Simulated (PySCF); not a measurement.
**How methods differ on the ionisation energy of Ag²⁺**

Ag²⁺ [Kr] 4d9 (2D) → Ag³⁺ [Kr] 4d8 (3F), as a difference of total energies. Calculation: PySCF 2.14, in def2-QZVPPD with the def2 core potential (28 electrons) (7s5p4d4f2g, 88 functions); a scalar-relativistic core potential. Correlated levels: valence: 4s2 4p6 frozen; valence and next inner shell: nothing frozen outside the core potential. The calculations carry no spin-orbit coupling.

```
                                method  ionisation energy (eV)
                                   UHF                  32.974
                                   LDA                  35.451
                                   PBE                  34.985
                                  PBE0                  34.818
                                r2SCAN                  34.577
                             BHandHLYP                  34.582
                               wB97X-V                  34.801
                                 TPSSh                  34.528
                                  PW91                  35.064
                         MP2 (valence)                  34.937
                     SCS-MP2 (valence)                  34.803
    MP2 (valence and next inner shell)                  34.907
SCS-MP2 (valence and next inner shell)                  34.673
```

Problem. How much does correlation contribute at MP2 (valence and next inner shell)?

Solution. 34.907 − (32.974) = 1.933 eV, measured against UHF.

The reference lies between the lowest fine-structure levels, while these numbers refer to the centres of the terms.

Errors of the correlated levels include the incompleteness of this basis and the frozen core.

For comparison: 34.8 ± 0.3 eV (semi-empirical (NIST evaluation); NIST Atomic Spectra Database, ionization energies).
